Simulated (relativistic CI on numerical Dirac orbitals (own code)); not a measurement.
How well does a small relativistic CI reproduce Sc6+?

Calculated at this level of theory: Dirac-Coulomb-Breit CI, KLI orbitals optimised for each configuration, model QED, valence Slater integrals scaled by 0.9, P86 correlation estimate, and configurations built on the next ion tied to the tabulated ionisation energy (semi-empirical) (own radial code, finite nucleus).

Configurations in the expansion (outside the closed core [Ne]): 3s2 3p3, 3s2 3p2 3d, 3s2 3p2 4s, 3s2 3p2 4p, 3s2 3p2 4d, 3s2 3p2 5s, 3s2 3p2 4f, 3s 3p4, 3p5, 3s2 3p 3d2, 3s 3p3 3d, 3p3 3d2, 3p4 3d, 3s 3p2 3d2, 3s 3p3 4s, 3s2 3p2 5p, 3s 3p3 4p, 3s2 3p2 5d, 3s2 3p 3d 4s, 3s2 3p2 5f, 3s 3p3 4d, 3s2 3p2 5g, 3s2 3p 3d 4p, 3s 3p3 4f. Levels of other configurations are missing.

```csv
Configuration,Term (tabulated),J,Measured (cm⁻¹),Computed,Error,Purity (%)
3s2 3p3,4S°,3/2,0.0,0,0,96
3s 3p4,4P,5/2,175055.0,177837,2782,87
3s 3p4,4P,3/2,177776.5,180527,2751,87
3s 3p4,4P,1/2,179197.3,181938,2741,87
3s2 3p2 3d,4P,1/2,337224.0,335771,-1453,85
3s2 3p2 4s,4P,1/2,541691.0,553481,11790,97
3s2 3p2 4s,4P,3/2,543600.0,555490,11890,97
3s2 3p2 4s,4P,5/2,546469.0,558355,11886,97
```

Measured levels from Sugar and Corliss, J. Phys. Chem. Ref. Data 9, 473 (1980); pairs were made by configuration, J and term (by order where the table uses no LS term), so strongly mixed levels may be paired wrongly. Some J values or terms of the table were assigned by a fit.

Mean error by configuration (cm⁻¹): 3s 3p4 2758; 3s2 3p2 3d -1453; 3s2 3p2 4s 11855. Over the excited levels the mean absolute error is 6470 cm⁻¹ (7 of the 7 excited levels that our extract of the source holds in range could be paired), and the median relative error of those above 1,000 cm⁻¹ is 1.6 %. Some levels of the ground configuration have no partner.
